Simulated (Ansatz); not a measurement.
A structure relaxed at r2SCAN-D4/def2-SVP in Ansatz, charge 1, doublet:

```tsv
atom	x (Å)	y (Å)	z (Å)
Mg1	-0.9950	1.3756	-0.2679
Mg2	0.7315	0.1797	1.5442
Mg3	0.7158	-0.6622	-1.1227
O4	0.9170	1.0398	-0.1875
O5	-0.2040	-1.2986	0.5183
O6	-1.1653	-0.6343	-0.4845
```

Q: Give its formula and point group.

A: Mg3O3⁺. Point group Cs (tolerance 0.1 Å).

Q: Summarise the bond lengths by kind (pairs closer than 1.2 times the sum of covalent radii, bridged metal pairs left out).

A: 7 × Mg–O 1.94 to 2.03 Å; 1 × O–O 1.54 Å.

The structure holds 1 bond(s) between oxygen atoms. The relaxation made no stability test and no search for a lower SCF solution. Another isomer (doublet) lies 0.78 eV lower at PBE0-D4/def2-TZVP; other spin states weren't run for this one.
